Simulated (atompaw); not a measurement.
## sulfur: PAW (atompaw) pseudisation with PBEsol, scalar-relativistic reference atom.

atompaw 4.2.0.5 input, output lines left out:

```
S 16
GGA-PBESOL scalarrelativistic loggrid 1500 logderivrange -4 5 226
3 3 0 0 0 0
3 1 3
0 0 0
c
c
v
c
v
1
1.30 0.95 0.95 1.05
y
-1.35
n
y
2.45
n
custom polynom2 7 10 vanderbiltortho besselshape
2 1 troulliermartins
1.30
1.30
1.30
1.30
```

All-electron outer shells of the reference configuration (PBEsol, scalar-relativistic, ld1.x):

| shell | level (eV) | outermost node (bohr) | outermost maximum (bohr) |
| --- | --- | --- | --- |
| 3s | -27.56 | 0.60 | 1.39 |
| 3p | -16.76 | 0.58 | 1.55 |

Results:

| Quantity | Value |
| --- | --- |
| Cutoffs needed | 12 Ry and 35 Ry (the cutoffs (Ry, on a coarse ladder) from which the occupation-weighted sum of valence levels, in a spherical-Bessel basis at the reference potential, stays within 10 and 1 mRy of its value at 400 Ry) |
| Ghost test | ghost state, extra bound levels that the all-electron valence spectrum of the same l lacks: s at -1016.7 eV; a true bound ghost makes a file unfit for plane-wave use (spherical-Bessel basis up to 400 Ry, 20 bohr box) |
| Lowest eigenvalue of the overlap operator | 0.05 (s channel) |
| Overlap eigenvalues printed by atompaw (projector basis) | 0.153, 0.692, 308, 1.08e+04 |
| Share of each valence orbital outside the PAW sphere | 3s 69 %, 3p 78 % |

Generation and tests took about 1.2 s on one core of a shared server CPU.
